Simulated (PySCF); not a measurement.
C2H9AsSi.
Atom-mapped SMILES: `[SiH3:1][CH2:2][CH2:3][AsH2:4]`

Cartesian coordinates in Å at the PBE0-D3(BJ)/def2-SVP level; atoms count from 1:
```
atom  x, y, z in Å
Si1   -2.146   -0.258   -0.424
C2    -0.469   -0.358    0.443
C3     0.536    0.668   -0.071
As4    2.264    0.550    0.900
H5    -2.744    1.101   -0.232
H6    -3.089   -1.281    0.126
H7    -1.983   -0.495   -1.892
H8    -0.636   -0.235    1.527
H9    -0.083   -1.384    0.310
H10    0.710    0.554   -1.151
H11    0.164    1.693    0.090
H12    2.704   -0.751    0.231
H13    3.061    1.396   -0.090
```

A calculation gives these core lines: C 1s: 290.38 (area 1), 290.60 (area 1) eV; Si 1s: 1846.35 eV; Si 2p3/2: 106.59 eV.

Computed with delta-SCF UKS SCAN, pcX-2 on the ionised atom, pcseg-1 elsewhere, spin-free X2C in PySCF. Geometry: PBE0-D3(BJ)/def2-SVP, one conformer, isolated molecule.

Q: Order the carbon atoms by C 1s binding energy.

A: 290.38 eV: C2 (sp3 carbon bound to silicon); 290.60 eV: C3 (chain CH2 carbon). The 2 C 1s values lie within 0.22 eV of each other; Gaussian lines of 0.5 eV full width would blend them into one maximum.

Bonded neighbours of each site: Si1: C and 3 H; C2: C, 2 H and Si; C3: C, 2 H and As.

Q: What is the longest wavelength that can ionise C 1s of C2 vertically?

A: λ = hc/E = 12398.42 eV Å / 290.38 eV = 42.697 Å.

2p3/2 and 2p1/2 are the ΔSCF energy of one spin-free 2p hole plus the eigenvalues of a spin–orbit and ligand-field matrix of the shell. 2p1/2 minus 2p3/2 (ligand field included): Si 0.62 eV. No level of arsenic is listed.
